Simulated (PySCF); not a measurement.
**Structure from NMR data**

An unknown has the formula C$_{9}$H$_{12}$Si. Its calculated NMR data are:

¹H NMR (300 MHz, computed): δ 5.87 (d, 2H), 5.07 (m, 2H), 3.73 (t, 3H), 3.18 (m, 2H), 2.69 (m, 1H), 1.05 (q, 2H).

¹³C{¹H} NMR (computed): δ 142.3 (CH), 125.0 (CH), 63.5 (C), 55.3 (CH), 47.5 (CH), 15.9 (CH2).

Computed data (PySCF 2.14.0 with density-fitted response routines): PBE0/pcSseg-1 with gauge-including orbitals, GFN2-xTB geometry. Single conformer, averaged over atoms made equivalent by symmetry, fast rotation or ring inversion, non-relativistic Hamiltonian, gas phase.

Chemical shifts δ = σref − σ; ¹H and ¹³C against TMS, all at this level.

Problem. Which of these isomers gave the spectra?
A. [SiH3]CC12C=CC(C=C1)C=C2
B. C#C[Si@]1(C)C[C@H](C#CC)C1
C. [SiH3]C[C@]12C=C[C@@H]3[C@H](C=C1)[C@@H]32
D. C[C@@H]1[SiH2]C=C1C#CC1CC1

Solution. C. 

1. Rings plus π bonds: 5 (3 rings in the answer).
2. 6 carbon signals for 9 carbons: some carbons are equivalent by symmetry or fast rotation.
3. Carbon types of the structure: 1 × C, 7 × CH, 1 × CH2, leaving 3 H on heteroatoms.
4. δC 142.3, 125.0: alkene CH; the olefinic region.
5. δC 63.5: allylic quaternary sp3 carbon.
6. δC 15.9: sp3 CH2 bonded to Si.
7. δH 5.87, 5.07: hydrogen on an alkene CH; attached to an sp2 carbon and in the plane of the double bond.
8. δH 1.05: hydrogen on an sp3 CH2 bonded to Si.

The others: C#C[Si@]1(C)C[C@H](C#CC)C1 would give 8 carbon signals, not 6; [SiH3]CC12C=CC(C=C1)C=C2 would give 5 carbon signals, not 6; C[C@@H]1[SiH2]C=C1C#CC1CC1 would give 9 carbon signals, not 6.

Shifts are as computed. Against solution values, carbons near 30 ppm lie about +3 ppm off and those near 130 ppm about +5 ppm. Of 1211 compounds with measured shifts, 218 miss one by over three times the rms of a fit or turn the order of signals round; such compounds aren't used in these exercises. Multiplicities follow the n + 1 count of equivalent neighbours, as no J values were calculated; m marks all less simple cases, F and P coupling included.
